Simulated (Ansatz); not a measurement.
Caution, from a PySCF single point (PBE0-D3(BJ)/def2-TZVPD) at this geometry: the highest occupied level lies above zero, so the state may not be bound. This triplet is an excited state, 0.96 eV above the relaxed singlet at the level frozen-core CCSD(T)/aug-cc-pVDZ // PBE0-D3(BJ)/def2-TZVPD (Ansatz, an electronic-structure program).

A geometry relaxed with Ansatz with PBE0-D3(BJ)/def2-TZVPD, charge -1, multiplicity 3:

```xyz
5

C     -0.8282    -0.0911     0.0895
O     -1.9656    -0.4542     0.4041
Al     0.9808    -0.7323     0.5745
H     -0.7230     0.7806    -0.6181
Cl     2.5359     0.4969    -0.4500
```

Q: Write the SMILES of this molecule.

A: `O=[CH][Al-][Cl]`
